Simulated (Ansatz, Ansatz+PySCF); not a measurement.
```xyz
3

Cl    0.0000    0.0000   -2.0970
Zn    0.0000    0.0000    0.0000
Cl    0.0000    0.0000    2.0970
```

Basis set: def2-SVP (spherical functions). Frozen core: 15 orbitals. Charge 0, multiplicity 1.

Computed with Ansatz (development build ahead of 0.2.0); each method stands on the lowest determinant of its kind that the runs found. Restricted open shells among the atoms or ions are ROHF, correlated in semicanonical orbitals with singles. Restricted functionals stand beside restricted open-shell atoms, which can lie above the unrestricted atoms usual in DFT and then raise those values.

The atomization energy at this shape (free ground-state atoms in the same class of orbitals less the molecule, no zero-point energy) of singlet ZnCl₂:

| method | atomization energy |
| --- | --- |
| ωB97X (restricted) | 156.06 kcal/mol |
| ωB97X (unrestricted) | 154.34 kcal/mol |
| r²SCAN (restricted) | 166.03 kcal/mol |
| r²SCAN (unrestricted) | 163.52 kcal/mol |
| PBE0 (unrestricted) | 155.19 kcal/mol |
| PBE0 (restricted) | 157.06 kcal/mol |
| PBE (restricted) | 157.42 kcal/mol |
| PBE (unrestricted) | 156.14 kcal/mol |
| RHF-CCSD(T) | 139.41 kcal/mol |
| RHF-MP2 | 150.14 kcal/mol |
| UHF-MP2 | 150.85 kcal/mol |
| RHF | 123.11 kcal/mol |
| UHF | 118.22 kcal/mol |

Task: What does RHF-CCSD give?

Result: 138.02 kcal/mol.
